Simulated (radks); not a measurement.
Spherical quantum dot in the effective-mass picture: electrons in a well V = -V0 / (1 + exp((r - R)/a)) with V0 = 3.19, R = 6.27, a = 0.25, with a point charge +1 (a donor) at the centre, all in effective atomic units (hartree* = m*/eps^2 hartree, bohr* = eps/m* bohr), one dielectric constant everywhere. Method: non-relativistic Kohn-Sham, exchange-only LDA, spin-polarised, spherical densities; computed with a radial shooting solver with Libxc functionals. Levels are named by radial order and angular momentum (1s, 1p, 1d, 2s, ...), and open shells are averaged over m.

N = 3, configuration 1s2 1p(up 1, down 0). This is the lowest configuration that the search found. Occupied and some empty levels:

| level | occupation | eigenvalue (hartree*) | <r> (bohr*) |
|---|---|---|---|
| 1s up | 1 | -2.8040 | 2.493 |
| 1s down | 1 | -2.7872 | 2.149 |
| 1p up | 1 | -2.6279 | 3.873 |
| 1p down | 0 | -2.5714 | 3.824 |
| 2s up | 0 | -2.5436 | 3.189 |
| 2s down | 0 | -2.5126 | 3.432 |
| 1d up | 0 | -2.4761 | 4.229 |
| 1d down | 0 | -2.4155 | 4.224 |
| 1f up | 0 | -2.2930 | 4.468 |
| 1f down | 0 | -2.2320 | 4.477 |

Energy (hartree*): total -9.50220, kinetic 0.71291, external -11.166, Hartree 1.4494, exchange-correlation -0.49899.

Electron density:

| r (bohr*) | n(r) (e/bohr*^3) |
|---|---|
| 0.286 | 0.1704 |
| 0.604 | 0.09390 |
| 0.922 | 0.05414 |
| 1.24 | 0.03290 |
| 1.56 | 0.02121 |
| 1.88 | 0.01454 |
| 2.19 | 0.01059 |
| 2.51 | 0.008146 |
| 2.83 | 0.006548 |
| 3.15 | 0.005404 |
| 3.47 | 0.004493 |
| 3.79 | 0.003697 |
| 4.11 | 0.002953 |
| 4.42 | 0.002249 |
| 4.74 | 0.001597 |
| 5.06 | 0.001032 |
| 5.38 | 0.0005834 |
| 5.70 | 0.0002726 |
| 6.01 | 0.00009938 |
| 6.33 | 0.00002759 |
